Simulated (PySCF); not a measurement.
**Excited states of Cd(38+) (cadmium, charge +38)**

Ground state [Ne], ¹S. Computed with PySCF 2.14 in an uncontracted even-tempered set (19 s from 2.56 bohr⁻², ratio 2.5; 13 p from 3.2 bohr⁻², ratio 2.5; 7 d from 1.64 bohr⁻², ratio 2.7; 3 f from 130 bohr⁻², ratio 2.7), with scalar relativity by spin-free X2C-1e. Vertical excitation energies in eV without spin-orbit coupling; excited terms of each kind are numbered among those the solver found. Frozen: 1s2.

```json
{"term": "1 3P°", "leading excitation": "2p → s", "EOM-EE-CCSD": "3299.7"}
{"term": "1 1P°", "leading excitation": "2p → s", "EOM-EE-CCSD": "3306.8"}
{"term": "1 3S", "leading excitation": "2p → p", "EOM-EE-CCSD": "3400.7"}
{"term": "1 3D", "leading excitation": "2p → p", "EOM-EE-CCSD": "3412.8"}
{"term": "1 1D", "leading excitation": "2p → p", "EOM-EE-CCSD": "3418.8"}
{"term": "1 1P", "leading excitation": "2p → p", "EOM-EE-CCSD": "3419.7"}
{"term": "1 3P", "leading excitation": "2p → p", "EOM-EE-CCSD": "3419.8"}
{"term": "1 1S", "leading excitation": "2p → p", "EOM-EE-CCSD": "3468.2"}
{"term": "2 3P°", "leading excitation": "2p → d", "EOM-EE-CCSD": "3529.5"}
{"term": "1 3F°", "leading excitation": "2p → d", "EOM-EE-CCSD": "3535.5"}
{"term": "1 1F°", "leading excitation": "2p → d", "EOM-EE-CCSD": "3542.9"}
{"term": "1 1D°", "leading excitation": "2p → d", "EOM-EE-CCSD": "3544.9"}
{"term": "2 3S", "leading excitation": "2s → s", "EOM-EE-CCSD": "3700.5"}
{"term": "2 1S", "leading excitation": "2s → s", "EOM-EE-CCSD": "3716.0"}
```

The spin-orbit splitting of the hole, absent here, rivals or exceeds the spacing of these terms, so the LS terms are model states.

The solver can miss terms. The 25 highest virtual orbitals were dropped.
